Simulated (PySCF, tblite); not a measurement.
Isomers of C7H13F, one GFN2-xTB conformer each. Single-point energies are computed at PBE0/pcSseg-1 (PySCF, gas phase, no added dispersion term), electronic only.

Task: Rank them by PBE0/pcSseg-1 energy, lowest first (kcal/mol).
A. `[CH3:1][C@@H:2]1[C@@H:3]([CH3:4])[CH2:5][CH2:6][C@@H:7]1[F:8]` with C1–C2–C3–C4 72°, C2–C3–C5–C6 37°, C3–C5–C6–C7 -17°, C5–C6–C7–F8 110°
B. `[CH3:1][CH2:2][CH2:3]/[C:4]([CH3:5])=[CH:6]/[CH2:7][F:8]` with C1–C2–C3–C4 -179°, C2–C3–C4–C5 74°, C4–C6–C7–F8 180°
C. `[CH3:1][C@@H:2]1[C@H:3]([CH3:4])[CH2:5][CH2:6][C@H:7]1[F:8]` with C1–C2–C3–C4 45°, C2–C3–C5–C6 -37°, C3–C5–C6–C7 18°, C5–C6–C7–F8 -112°
D. `[CH3:1][CH2:2][CH2:3]/[C:4]([CH3:5])=[CH:6]\[CH2:7][F:8]` with C1–C2–C3–C4 -178°, C2–C3–C4–C5 -88°, C4–C6–C7–F8 172°
E. `CC(C)(C)[C@@H]1C[C@H]1F`
F. `[CH2:1]=[C:2]([CH2:3][F:4])[C@@H:5]([CH3:6])[CH2:7][CH3:8]` with C1–C2–C3–F4 -1°, C1–C2–C5–C6 116°, C2–C5–C7–C8 58°
G. `[CH2:1]=[C:2]([F:3])[CH2:4][C@H:5]([CH3:6])[CH2:7][CH3:8]` with C1–C2–C4–C5 -112°, C2–C4–C5–C6 -169°, C4–C5–C7–C8 -167°
H. `[CH3:1][C@@H:2]1[C@H:3]([CH3:4])[CH2:5][CH2:6][C@@H:7]1[F:8]` with C1–C2–C3–C4 -45°, C2–C3–C5–C6 39°, C3–C5–C6–C7 -23°, C5–C6–C7–F8 118°

Result: A (0.0), H (1.6), C (1.9), G (18.8), D (23.3), B (23.8), F (23.9), E (26.0).

As drawn, the highest has a three-membered ring and a quaternary carbon, which the lowest lacks. Neighbours under 2.5 kcal/mol apart (C[C@@H]1[C@@H](C)CC[C@@H]1F and C[C@@H]1[C@H](C)CC[C@@H]1F; C[C@@H]1[C@H](C)CC[C@@H]1F and C[C@@H]1[C@H](C)CC[C@H]1F; CCC/C(C)=C\CF and CCC/C(C)=C/CF; CCC/C(C)=C/CF and C=C(CF)[C@@H](C)CC; others) can change places with a better method, another conformer or zero-point energy. C[C@@H]1[C@@H](C)CC[C@@H]1F and C[C@@H]1[C@H](C)CC[C@@H]1F are stereoisomers, 1.6 kcal/mol apart in the conformers taken. CCC/C(C)=C\CF and CCC/C(C)=C/CF are stereoisomers, 0.5 kcal/mol apart in the conformers taken. GFN2-xTB itself gives, in the same order: 0.0, 1.1, 0.3, 27.0, 27.4, 27.4, 29.9, 23.8. Both levels put the same isomer lowest; measured from each level's own lowest isomer, the values differ by up to 8.2 kcal/mol (C=C(F)C[C@H](C)CC: 27.0 against 18.8).

Task: Which frontier levels, dipoles and rotational constants go with these structures?

Result: 
```
                     SMILES  HOMO (eV, PBE0/pcSseg-1)  LUMO (eV)  dipole (D)       A, B, C (MHz)
C[C@@H]1[C@@H](C)CC[C@@H]1F                     -8.54       1.35        1.68    2651, 1952, 1291
 C[C@@H]1[C@H](C)CC[C@@H]1F                     -8.50       1.11        1.71    2362, 2166, 1603
  C[C@@H]1[C@H](C)CC[C@H]1F                     -8.56       1.26        1.78    2804, 1673, 1431
          C=C(F)C[C@H](C)CC                     -7.30       0.52        1.53    2869, 1191, 1042
              CCC/C(C)=C\CF                     -6.94       0.43        2.41   2532, 1072, 799.7
              CCC/C(C)=C/CF                     -6.90       0.42        2.33  4259, 790.6, 709.2
         C=C(CF)[C@@H](C)CC                     -7.33       0.42        2.06    2465, 1360, 1187
    CC(C)(C)[C@@H]1C[C@H]1F                     -7.81       1.37        1.89    3271, 1305, 1214
```

Task: What happens when harmonic zero-point energies from GFN2-xTB frequencies are added?

Result: 
```
                     SMILES  ZPE (kcal/mol)  electronic (kcal/mol)  with ZPE (kcal/mol)
C[C@@H]1[C@@H](C)CC[C@@H]1F           117.0                    0.0                  0.0
 C[C@@H]1[C@H](C)CC[C@@H]1F           117.3                    1.6                  1.9
  C[C@@H]1[C@H](C)CC[C@H]1F           117.2                    1.9                  2.1
          C=C(F)C[C@H](C)CC           114.9                   18.8                 16.7
              CCC/C(C)=C\CF           114.6                   23.3                 20.9
              CCC/C(C)=C/CF           114.5                   23.8                 21.4
         C=C(CF)[C@@H](C)CC           114.8                   23.9                 21.7
    CC(C)(C)[C@@H]1C[C@H]1F           115.3                   26.0                 24.3
```

The zero-point energies span 2.8 kcal/mol. The order is unchanged.

Task: As an exercise, what shares would exp(−E/RT) give at 298.15 K from these electronic energies alone (no entropy, no degeneracies)?

Result: RT = 0.592 kcal/mol: C[C@@H]1[C@@H](C)CC[C@@H]1F 89.9 %, C[C@@H]1[C@H](C)CC[C@@H]1F 6.2 %, C[C@@H]1[C@H](C)CC[C@H]1F 3.9 %, C=C(F)C[C@H](C)CC under 0.1 %, CCC/C(C)=C\CF under 0.1 %, CCC/C(C)=C/CF under 0.1 %, C=C(CF)[C@@H](C)CC under 0.1 %, CC(C)(C)[C@@H]1C[C@H]1F under 0.1 %.
